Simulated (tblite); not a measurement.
Compound: C₅H₁₂N₂O₂Si.
Atom-mapped SMILES: `[CH2:1]=[C:2]([O:3][SiH2:4][N:5]([CH3:6])[CH3:7])[C:8]([NH2:9])=[O:10]` (hydrogens: H11, H12 on C1; H13, H14 on Si4; H15, H16, H17 on C6; H18, H19, H20 on C7; H21, H22 on N9)

The geometry is computed with GFN2-xTB (gas phase).

Task: What internal coordinates does the optimisation give?

Result: 
```tsv
bond	length (bohr)
C1=C2	2.509
C2–O3	2.545
O3–Si4	3.080
Si4–N5	3.238
N5–C6, N5–C7	2.724
C2–C8	2.842
C8–N9	2.551
C8=O10	2.291
C1–H11	2.030
C1–H12	2.030
Si4–H13	2.779
Si4–H14	2.761
C6–H15, C7–H19	2.072
C6–H16 and 3 like bonds	2.059
N9–H21	1.900
N9–H22	1.901
```

Bonds in one row agree within 0.02 bohr and their mean is given. A selection of angles:
```tsv
angle	degrees
C1–C2–O3	125.7
C1–C2–C8	120.2
O3–C2–C8	114.0
C2–O3–Si4	131.8
O3–Si4–N5	100.4
Si4–N5–C6	122.8
Si4–N5–C7	119.2
C6–N5–C7	112.1
C2–C8–N9	113.5
C2–C8–O10	123.0
N9–C8–O10	123.5
H21–N9–C8	119.6
H22–N9–C8	119.9
```

Dihedral angles: C1–C2–O3–Si4 -5° (synperiplanar); C2–O3–Si4–N5 180° (antiperiplanar); O3–Si4–N5–C6 -44° (synclinal); C1–C2–C8–N9 173° (antiperiplanar). The mirror-image conformer, all signs reversed, is as good.

Of the pairs four or more bonds apart, those above aside, Si4···H11 is among the closest relative to their van der Waals radii: 2.94 Å, 89 % of the sum of Bondi's values. H22 on N9 lies 2.16 Å from O3, 4 bonds away (angle at H 104°; Bondi radii sum to 2.72 Å). The 2 C–O bonds span 1.212 Å (C8=O10, drawn double) to 1.347 Å (C2–O3, drawn single), a spread of 0.135 Å. The C–N distances run from 1.350 Å (C8–N9, drawn single) to 1.444 Å (N5–C6, drawn single), a spread of 0.094 Å. The 2 C–C bonds span 1.328 Å (C1=C2, drawn double) to 1.504 Å (C2–C8, drawn single), a spread of 0.176 Å. O3 (silyl ether oxygen) is bent (angle 131.8°). N5 (silicon-bound nitrogen) has angles 122.8°, 119.2° and 112.1°, sum 354.1°, 0.21 Å off the plane of its three neighbours.

Point group: C1 (no symmetry element, even within 0.4 Å). Its GFN2-xTB frequencies are all real (lowest 37 cm⁻¹). One conformer, not necessarily the lowest (C1–C2–O3–Si4 -5°, C2–O3–Si4–N5 180°, O3–Si4–N5–C6 -44°, C1–C2–C8–N9 173°, C2–C8–N9–H -178° and -3°).
